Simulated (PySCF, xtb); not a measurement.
InClBr2, SMILES [Br][In]([Cl])[Br].

xtb 6.7.1 with GFN2-xTB at its own geometry gives an orbital gap of 2.71 eV and a dipole moment of 2.92 D.

Geometry optimised at B3LYP-D3(BJ)/def2-SVP. The structure was generated by enumeration; whether it is a known compound was not checked. The def2 effective core potentials stand for the cores of In; spin–orbit coupling is left out.

What does r2SCAN/def2-TZVP (PySCF) give? (An estimate is asked for; the answer gives what the named calculation found.)

gap 3.95 eV (levels -7.90 and -3.95 eV), dipole 0.47 D.
